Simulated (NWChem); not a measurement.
Everything below was run with NWChem. System: sulfur difluoride (F$_{2}$S), charge 0, spin multiplicity 1, at a geometry optimised with PBE0/def2-SVP. Level: CR-CCSD(T)/6-311G** (spherical d), 7 core orbitals frozen.

The NWChem input:

```
start mol
memory heap 100 mb stack 700 mb global 1900 mb
geometry units angstroms nocenter noautoz
  F      1.227542     0.000000    -0.491554
  S      0.000000     0.000000     0.552998
  F     -1.227542     0.000000    -0.491554
  symmetry group C2v
end
basis spherical
  * library 6-311g**
end
scf
  rhf
  nopen 0
  maxiter 100
  thresh 1e-7
  semidirect memsize 60000000 filesize 0
end
tce
  freeze core 7
  cr-ccsd(t)
  2eorb
  2emet 13
  thresh 1e-6
  maxiter 100
  tilesize 24
end
task tce energy
```

NWChem printed:

```
             Northwest Computational Chemistry Package (NWChem) 7.3.0
             --------------------------------------------------------

                                NWChem Input Module
                                -------------------

 Scaling coordinates for geometry "geometry" by  1.889725989
 (inverse scale =  0.529177249)

 Turning off AUTOSYM since
 SYMMETRY directive was detected!

                             Geometry "geometry" -> ""
                             -------------------------

 Output coordinates in angstroms (scale by  1.889725989 to convert to a.u.)

  No.       Tag          Charge          X              Y              Z
 ---- ---------------- ---------- -------------- -------------- --------------
    1 F                    9.0000     1.22754200     0.00000000    -0.49155400
    2 S                   16.0000     0.00000000     0.00000000     0.55299800
    3 F                    9.0000    -1.22754200     0.00000000    -0.49155400

 Effective nuclear repulsion energy (a.u.)     112.0126917350

            Nuclear Dipole moment (a.u.)
            ----------------------------
        X                 Y               Z
 ---------------- ---------------- ----------------
     0.0000000000     0.0000000000    -0.0000075589

      Symmetry information
      --------------------

 Group name             C2v
 Group number             16
 Group order               4
 No. of unique centers     2

      Symmetry unique atoms

     1    2


 Summary of "ao basis" -> "" (spherical)
 ------------------------------------------------------------------------------
       Tag                 Description            Shells   Functions and Types
 ---------------- ------------------------------  ------  ---------------------
 *                          6-311g**                  on all atoms

 Summary of "ao basis" -> "ao basis" (spherical)
 ------------------------------------------------------------------------------
       Tag                 Description            Shells   Functions and Types
 ---------------- ------------------------------  ------  ---------------------
 F                          6-311g**                 8       18   4s3p1d
 S                          6-311g**                12       26   6s5p1d

                                 NWChem SCF Module
                                 -----------------

  ao basis        = "ao basis"
  functions       =    62
  atoms           =     3
  closed shells   =    17
  open shells     =     0
  charge          =   0.00
  wavefunction    = RHF
  use symmetry    = T
  symmetry adapt  = T

 Summary of "ao basis" -> "ao basis" (spherical)
 ------------------------------------------------------------------------------
       Tag                 Description            Shells   Functions and Types
 ---------------- ------------------------------  ------  ---------------------
 F                          6-311g**                 8       18   4s3p1d
 S                          6-311g**                12       26   6s5p1d

      Symmetry analysis of basis
      --------------------------

        a1         26
        a2          6
        b1         19
        b2         11

 Forming initial guess at       0.1s

      Superposition of Atomic Density Guess
      -------------------------------------

 Sum of atomic energies:        -596.28941949

      Non-variational initial energy
      ------------------------------

 Total energy =    -596.525639
 1-e energy   =   -1051.254379
 2-e energy   =     342.716048
 HOMO         =      -0.223609
 LUMO         =      -0.025356

      Symmetry analysis of molecular orbitals - initial
      -------------------------------------------------

  Numbering of irreducible representations:

     1 a1          2 a2          3 b1          4 b2

  Orbital symmetries:

     1 a1          2 a1          3 b1          4 a1          5 b1
     6 a1          7 b2          8 a1          9 b1         10 a1
    11 b1         12 a1         13 b2         14 a2         15 b1
    16 a1         17 b2         18 b1         19 a1         20 b2
    21 a1         22 b1         23 a1         24 a1         25 a2
    26 b2         27 a1

 Starting SCF solution at       0.4s

 ----------------------------------------------
         Quadratically convergent ROHF

 Convergence threshold     :          1.000E-07
 Maximum no. of iterations :          100
 Final Fock-matrix accuracy:          1.000E-09
 ----------------------------------------------

              iter       energy          gnorm     gmax       time
             ----- ------------------- --------- --------- --------
                 1     -596.3210668995  1.07D+00  2.47D-01      0.4
                 2     -596.3743169447  2.83D-01  7.48D-02      0.4
                 3     -596.3790782552  2.25D-02  6.46D-03      0.4
                 4     -596.3791361303  2.89D-04  1.07D-04      0.5
                 5     -596.3791361392  1.53D-08  3.84D-09      0.6

       Final RHF  results
       ------------------

         Total SCF energy =   -596.379136139180
      One-electron energy =  -1050.408434250999
      Two-electron energy =    342.016606376780
 Nuclear repulsion energy =    112.012691735039

        Time for solution =      0.2s

       Symmetry analysis of molecular orbitals - final
       -----------------------------------------------

  Numbering of irreducible representations:

     1 a1          2 a2          3 b1          4 b2

  Orbital symmetries:

     1 a1          2 b1          3 a1          4 a1          5 b1
     6 a1          7 b2          8 a1          9 b1         10 a1
    11 b1         12 a1         13 b2         14 a2         15 b1
    16 a1         17 b2         18 b1         19 a1         20 b2
    21 a1         22 b1         23 a1         24 a1         25 a2
    26 b2         27 a1

             Final eigenvalues
             -----------------

              1
    1  -92.1222
    2  -26.3389
    3  -26.3389
    4   -9.1139
    5   -6.7954
    6   -6.7936
    7   -6.7898
    8   -1.6626
    9   -1.6232
   10   -0.9898
   11   -0.7624
   12   -0.7419
   13   -0.7418
   14   -0.6995
   15   -0.6641
   16   -0.6017
   17   -0.4079
   18    0.0767
   19    0.1172
   20    0.2619
   21    0.3156
   22    0.3329
   23    0.5046
   24    0.8764
   25    0.9023
   26    0.9096
   27    1.0416

                       ROHF Final Molecular Orbital Analysis
                       -------------------------------------

 Vector   15  Occ=2.000000D+00  E=-6.640840D-01  Symmetry=b1
              MO Center= -1.6D-13, -1.4D-15, -4.6D-01, r^2= 2.0D+00
   Bfn.  Coefficient  Atom+Function         Bfn.  Coefficient  Atom+Function
  ----- ------------  ---------------      ----- ------------  ---------------
     7      0.294040  1 F  px                51      0.294040  3 F  px
    11      0.274140  1 F  px                55      0.274140  3 F  px
     3      0.192363  1 F  px                47      0.192363  3 F  px
     9      0.158183  1 F  pz                53     -0.158183  3 F  pz
    13      0.152395  1 F  pz                57     -0.152395  3 F  pz

 Vector   16  Occ=2.000000D+00  E=-6.017056D-01  Symmetry=a1
              MO Center= -1.0D-14,  1.6D-15,  2.3D-01, r^2= 2.1D+00
   Bfn.  Coefficient  Atom+Function         Bfn.  Coefficient  Atom+Function
  ----- ------------  ---------------      ----- ------------  ---------------
    24      0.411821  2 S  s                 23      0.305241  2 S  s
    36      0.293898  2 S  pz                13     -0.244795  1 F  pz
    57     -0.244795  3 F  pz                 9     -0.237241  1 F  pz
    53     -0.237241  3 F  pz                33      0.167778  2 S  pz
    22     -0.166499  2 S  s                  5     -0.156445  1 F  pz

 Vector   17  Occ=2.000000D+00  E=-4.079256D-01  Symmetry=b2
              MO Center= -1.3D-15, -1.1D-15,  4.6D-01, r^2= 1.6D+00
   Bfn.  Coefficient  Atom+Function         Bfn.  Coefficient  Atom+Function
  ----- ------------  ---------------      ----- ------------  ---------------
    35      0.654760  2 S  py                32      0.287138  2 S  py
    38      0.221204  2 S  py                29     -0.196629  2 S  py
    12     -0.180094  1 F  py                56     -0.180094  3 F  py

 Vector   18  Occ=0.000000D+00  E= 7.670358D-02  Symmetry=b1
              MO Center=  2.9D-15, -4.0D-17,  7.1D-01, r^2= 3.1D+00
   Bfn.  Coefficient  Atom+Function         Bfn.  Coefficient  Atom+Function
  ----- ------------  ---------------      ----- ------------  ---------------
    37      0.778549  2 S  px                34      0.490633  2 S  px
    10     -0.361041  1 F  s                 54      0.361041  3 F  s
    13     -0.204473  1 F  pz                57      0.204473  3 F  pz
    31      0.176886  2 S  px

 Vector   19  Occ=0.000000D+00  E= 1.172421D-01  Symmetry=a1
              MO Center= -7.2D-17,  1.0D-15,  3.9D-01, r^2= 3.4D+00
   Bfn.  Coefficient  Atom+Function         Bfn.  Coefficient  Atom+Function
  ----- ------------  ---------------      ----- ------------  ---------------
    39      0.845615  2 S  pz                24     -0.461477  2 S  s
    10      0.418173  1 F  s                 54      0.418173  3 F  s
    36      0.380909  2 S  pz                23     -0.283850  2 S  s
    11     -0.274897  1 F  px                55      0.274897  3 F  px
    33      0.155826  2 S  pz                22      0.150730  2 S  s

 Vector   20  Occ=0.000000D+00  E= 2.619096D-01  Symmetry=b2
              MO Center= -2.3D-17, -2.7D-16,  6.1D-01, r^2= 5.5D+00
   Bfn.  Coefficient  Atom+Function         Bfn.  Coefficient  Atom+Function
  ----- ------------  ---------------      ----- ------------  ---------------
    38      1.283843  2 S  py                35     -0.796025  2 S  py

 center of mass
 --------------
 x =   0.00000000 y =   0.00000000 z =  -0.02692676

 moments of inertia (a.u.)
 ------------------
          67.650454611919           0.000000000000           0.000000000000
           0.000000000000         272.114719333568           0.000000000000
           0.000000000000           0.000000000000         204.464264721650

  Mulliken analysis of the total density
  --------------------------------------

    Atom       Charge   Shell Charges
 -----------   ------   -------------------------------------------------------
    1 F    9     9.41   1.08  0.92  1.13  1.09  2.40  0.89  1.89  0.01
    2 S   16    15.19   0.78  1.19  0.95  1.04  1.18  0.71  1.84  4.06  0.88  2.09  0.31  0.17
    3 F    9     9.41   1.08  0.92  1.13  1.09  2.40  0.89  1.89  0.01

       Multipole analysis of the density wrt the origin
       ------------------------------------------------

     L   x y z        total         open         nuclear
     -   - - -        -----         ----         -------
     0   0 0 0     -0.000000      0.000000     34.000000

     1   1 0 0      0.000000      0.000000      0.000000
     1   0 1 0      0.000000      0.000000      0.000000
     1   0 0 1      0.788241      0.000000     -0.000008

     2   2 0 0    -17.883958      0.000000     96.859650
     2   1 1 0     -0.000000      0.000000      0.000000
     2   1 0 1      0.000000      0.000000      0.000000
     2   0 2 0    -17.120517      0.000000      0.000000
     2   0 1 1     -0.000000      0.000000      0.000000
     2   0 0 2    -15.709775      0.000000     33.004364

                   NWChem Extensible Many-Electron Theory Module
                   ---------------------------------------------


            General Information
            -------------------
      Number of processors :     1
         Wavefunction type : Restricted Hartree-Fock
          No. of electrons :    34
           Alpha electrons :    17
            Beta electrons :    17
           No. of orbitals :   124
            Alpha orbitals :    62
             Beta orbitals :    62
        Alpha frozen cores :     7
         Beta frozen cores :     7
     Alpha frozen virtuals :     0
      Beta frozen virtuals :     0
         Spin multiplicity : singlet
    Number of AO functions :    62
       Number of AO shells :    28
        Use of symmetry is : on
      Symmetry adaption is : on
         Schwarz screening : 0.10D-09

          Correlation Information
          -----------------------
          Calculation type : Coupled-cluster singles & doubles w/ perturbation
   Perturbative correction : Completely renormalized (T)
            Max iterations :      100
        Residual threshold : 0.10D-05
     T(0) DIIS level shift : 0.00D+00
     L(0) DIIS level shift : 0.00D+00
     T(1) DIIS level shift : 0.00D+00
     L(1) DIIS level shift : 0.00D+00
     T(R) DIIS level shift : 0.00D+00
     T(I) DIIS level shift : 0.00D+00
   CC-T/L Amplitude update :  5-th order DIIS
                I/O scheme : Global Array Library
        L-threshold :  0.10D-05
        EOM-threshold :  0.10D-05
 no EOMCCSD initial starts read in
 TCE RESTART OPTIONS
 SLICE:      F
 D4D5:       F
 quantumc:   F
 qrotation:  F
 pwtce:      F
 qducc:      F
 nacto:                         0
 nrotv:                         0
 nrot:                          0

            Memory Information
            ------------------
          Available GA space size is     249032956 doubles
          Available MA space size is     104854092 doubles

 Maximum block size supplied by input
 Maximum block size        24 doubles

 tile_dim =     18

 -------------------------------------------------

 Global array virtual files algorithm will be used

 Parallel file system coherency ......... OK

 4-electron integrals stored in orbital form

 v2    file size   =           630357
 4-index algorithm nr.  13 is used
 imaxsize =       30
 imaxsize ichop =        0


CCSD iterations
 ---------------------------------------------------------
 Iter          Residuum       Correlation     Cpu    Wall
 ---------------------------------------------------------
    1   0.1887656979537  -0.5395332764086     0.4     0.4
    2   0.0466241826827  -0.5397336768231     0.4     0.4
    3   0.0154679369703  -0.5494064112686     0.4     0.4
    4   0.0069175888463  -0.5501776670484     0.4     0.4
    5   0.0027440477704  -0.5510888673235     0.4     0.4
    6   0.0010514428454  -0.5513738510015     0.4     0.4
    7   0.0006426698437  -0.5513984600556     0.4     0.4
    8   0.0002827554408  -0.5514089412223     0.4     0.4
    9   0.0002067942330  -0.5514088816275     0.4     0.4
   10   0.0001018502334  -0.5514153861328     0.3     0.3
   11   0.0000229536283  -0.5514208217968     0.4     0.4
   12   0.0000117716128  -0.5514196307371     0.4     0.4
   13   0.0000065381016  -0.5514201137523     0.4     0.4
   14   0.0000042826854  -0.5514198937204     0.4     0.4
   15   0.0000025126121  -0.5514199567769     0.4     0.4
   16   0.0000005434803  -0.5514198846894     0.4     0.4
 -----------------------------------------------------------------
 Iterations converged
 CCSD correlation energy / hartree =        -0.551419884689392
 CCSD total energy / hartree       =      -596.930556023869144

 Singles contributions

 Doubles contributions
 CR-CCSD(T)

 CR-CCSD[T]  correction energy / hartree =        -0.012866812203262
 CR-CCSD[T] correlation energy / hartree =        -0.564286696892654
 CR-CCSD[T] total energy / hartree       =      -596.943422836072386
 CR-CCSD(T)  correction energy / hartree =        -0.011840763575308
 CR-CCSD(T) correlation energy / hartree =        -0.563260648264700
 CR-CCSD(T) total energy / hartree       =      -596.942396787444409

 Task  times  cpu:       17.8s     wall:       17.8s

 Total times  cpu:       17.8s     wall:       17.8s
```
